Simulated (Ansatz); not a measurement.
Reactions of Cl$_{2}$H$_{4}$OSi$_{2}$, SMILES `[SiH3]O[SiH](Cl)Cl`.

Program: Ansatz. Geometries: PBE0-D4/def2-TZVP. ΔE: electronic, gas phase. CBS: MP2 limit from def2 TZ/QZ plus the TZ coupled-cluster correction, frozen cores. This one scheme is used for every species, atoms too. No spin–orbit coupling; open shells (•) take unrestricted orbitals. Spin–orbit coupling would lower the free atoms: a little for Cl, O, Si. Bonds to Ga are less sure, by a few kJ/mol each and by 10 to 20 or more in all where they break to atoms, as the def2 sets lack core-valence functions. Scalar relativity is left out up to krypton. One conformer a species, not always the lowest.

Problem. Order these by ΔE at CCSD(T)/CBS, lowest first. (An estimate is asked.)
A. `[SiH3]O[SiH](Cl)Cl` + `C=O` → `O=C[SiH](Cl)O[SiH3]` + HCl
B. `[SiH3]O[SiH](Cl)Cl` → `O[SiH](Cl)Cl` + `[SiH2]`
C. `[SiH3]O[SiH](Cl)Cl` → `Cl[SiH2]O[SiH2]Cl`
D. `[SiH3]O[SiH](Cl)Cl` → 2 Cl• + 4 H• + O• + 2 Si•
E. `[SiH3]O[SiH](Cl)Cl` + `N[SiH](O)O` → `O[SiH](O)N[SiH](Cl)Cl` + `O[SiH3]`
F. `[SiH3]O[SiH](Cl)Cl` → Cl₂ + `[SiH]O[SiH3]`
G. `[SiH3]O[SiH](Cl)Cl` + `[BH2][GaH2]` → `B[SiH](Cl)O[SiH3]` + `[Cl][GaH2]`
H. `[SiH3]O[SiH](Cl)Cl` + `CC` → `CC[SiH](Cl)O[SiH3]` + HCl

Solution. G (-12.7 kJ/mol), C (-3.1 kJ/mol), E (+52.7 kJ/mol), H (+99.5 kJ/mol), A (+118.2 kJ/mol), B (+340.0 kJ/mol), F (+582.8 kJ/mol), D (+3087.9 kJ/mol).

Largest T1 diagnostic: 0.015, for `C=O`.
